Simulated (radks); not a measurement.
Problem. Al4+, configuration [He] 2s2 2p5. Calculated with a radial shooting solver on a logarithmic mesh with Libxc functionals: scalar-relativistic Kohn-Sham, SCAN, spin-polarised, spherical densities, finite nucleus; open shells are filled with parallel spins first; meta-GGA in the generalised Kohn-Sham scheme; Fermi nuclear charge, rms radius 3.061 fm. Some entries of the table are withheld. Estimate them.

orbital,occ.,eigenvalue (eV),<r^2> (bohr^2)
1s up,1,-1601.807,0.01946
1s down,1,-1599.699,0.01940
2s up,1,-181.5338,0.4277
2s down,1,-177.9075,0.4338
2p up,3,(1),0.3935
2p down,2,(2),0.4040

Solution. 
(1) 2p up eigenvalue (eV): -142.2306
(2) 2p down eigenvalue (eV): -137.9120
